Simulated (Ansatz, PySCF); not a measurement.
Input for PySCF:
```python
from pyscf import gto, scf, dft

mol = gto.M(
    atom='''
Na   -0.60708701   -0.34567032   -0.49916222
O     0.68596288    0.34473088    0.56471073
H     1.19025406    1.04452643    0.97309857
''',
    basis='cc-pvdz',
    verbose=4,
)

mf = dft.RKS(mol)
mf.xc = 'pbe'
mf.grids.atom_grid = (99, 590)
mf.grids.prune = None
mf.kernel()
```

Q: Write the same job for Ansatz (an electronic-structure program).

A: Several could match; the one computed here: 
Ansatz 0.2 input:
```yaml
crystal:
  periodic: [false, false, false]
  atoms:
    - {symbol: Na, position_ang: [-0.60708701, -0.34567032, -0.49916222]}
    - {symbol: O, position_ang: [0.68596288, 0.34473088, 0.56471073]}
    - {symbol: H, position_ang: [1.19025406, 1.04452643, 0.97309857]}
basis:
  gaussian:
    orbitals: cc-pVDZ
hamiltonian:
  xc: pbe
accuracy: high
```

Both were run: PySCF gave -237.920303 Eh and Ansatz -237.920834 Eh, 0.531 mEh apart.
